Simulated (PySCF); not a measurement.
Species: GaH5OSi.
Atom-mapped SMILES: `[SiH3:1][O:2][GaH2:3]` (hydrogens: H4, H5, H6 on Si1; H7, H8 on Ga3)

Computed by this run: PBE0-D3(BJ)/def2-SVP geometry optimisation, gas phase in PySCF; density fitting, grid level 1; the optimiser is geomeTRIC in internal coordinates, started from a GFN2-xTB structure with every atom displaced at random (about 0.01 Å).

Step 5: E = -62361.9298 eV
```
atom  x, y, z in Å  |  force x, y, z in eV/Å
Si1     1.5038   -0.3646    0.3514   -0.175   0.154   0.012
O2     -0.0026   -0.1110   -0.2624    0.205  -0.141   0.006
Ga3    -1.6542    0.4712   -0.5313   -0.085   0.083   0.035
H4      2.4734   -0.5727   -0.7647    0.043  -0.030  -0.001
H5      1.9611    0.8096    1.1636    0.021  -0.015  -0.015
H6      1.5026   -1.5642    1.2422    0.024  -0.047  -0.012
H7     -2.3953   -0.2300   -1.7109   -0.011   0.012   0.006
H8     -2.1299    1.5995    0.4423   -0.021  -0.017  -0.031
```

Step 6: E = -62361.9349 eV
```
atom  x, y, z in Å  |  force x, y, z in eV/Å
Si1     1.4874   -0.3704    0.3443   -0.259   0.189  -0.009
O2     -0.0088   -0.2168   -0.3357    0.311  -0.161   0.047
Ga3    -1.6337    0.4613   -0.5338   -0.120   0.104   0.041
H4      2.4980   -0.5449   -0.7385    0.076  -0.046   0.012
H5      1.8491    0.8452    1.1459    0.020  -0.015  -0.029
H6      1.5124   -1.5415    1.2699    0.044  -0.075  -0.021
H7     -2.4337   -0.1861   -1.7054   -0.033   0.033   0.020
H8     -2.0118    1.5909    0.4834   -0.040  -0.029  -0.061
```

Step 7: E = -62361.9396 eV
```
atom  x, y, z in Å  |  force x, y, z in eV/Å
Si1     1.4294   -0.3713    0.3252   -0.194   0.039  -0.055
O2     -0.0115   -0.4470   -0.4912    0.296  -0.051   0.098
Ga3    -1.5576    0.4298   -0.5323   -0.191   0.092   0.010
H4      2.5333   -0.4735   -0.6702    0.116  -0.024   0.042
H5      1.5713    0.9161    1.0855    0.002  -0.006  -0.051
H6      1.5119   -1.4818    1.3179    0.070  -0.079  -0.003
H7     -2.5002   -0.0787   -1.6648   -0.052   0.058   0.044
H8     -1.7177    1.5442    0.5600   -0.048  -0.029  -0.084
```

Step 8: E = -62361.9443 eV
```
atom  x, y, z in Å  |  force x, y, z in eV/Å
Si1     1.4659   -0.3728    0.3367   -0.184   0.105  -0.016
O2     -0.0087   -0.3240   -0.4087    0.180  -0.095   0.015
Ga3    -1.6079    0.4471   -0.5364   -0.025   0.056   0.043
H4      2.5331   -0.5169   -0.6967    0.046  -0.025   0.019
H5      1.7257    0.8801    1.1200    0.010  -0.003  -0.019
H6      1.5267   -1.5214    1.2904    0.028  -0.047  -0.021
H7     -2.4867   -0.1298   -1.6877   -0.017   0.023   0.027
H8     -1.8891    1.5754    0.5125   -0.037  -0.014  -0.046
```

Task: Estimate the geometry and energy of step 9. (The exact step hangs on the optimiser's Hessian estimate; all steps are aligned on step 8, rigid shifts and turns removed.)

Result: E = -62361.9480 eV, largest force 0.122 eV/Å
```
atom  x, y, z in Å  |  force x, y, z in eV/Å
Si1     1.4542   -0.3733    0.3321   -0.110   0.052  -0.004
O2     -0.0066   -0.3716   -0.4426    0.087  -0.043  -0.002
Ga3    -1.5933    0.4398   -0.5366    0.018   0.025   0.033
H4      2.5509   -0.5031   -0.6730    0.022  -0.010   0.011
H5      1.6648    0.8947    1.1053    0.007  -0.001  -0.011
H6      1.5319   -1.5133    1.2962    0.013  -0.026  -0.018
H7     -2.5107   -0.1032   -1.6732   -0.010   0.009   0.019
H8     -1.8322    1.5678    0.5219   -0.026  -0.004  -0.029
```

The energy changes by -0.0037 eV. The first-order estimate −F·Δx gives -0.0049 eV and the mean of the old and new forces, exact on a quadratic surface, -0.0038 eV. The step makes an angle of 83° with the force vector and moves no atom by more than 0.064 Å.

What follows is the cost of the whole optimisation. Time: 26 s wall; peak memory 0.37 GiB. Hardware: Intel Xeon 6975P-C, one thread, shared host with 192 logical CPUs at a one-minute load of 70.
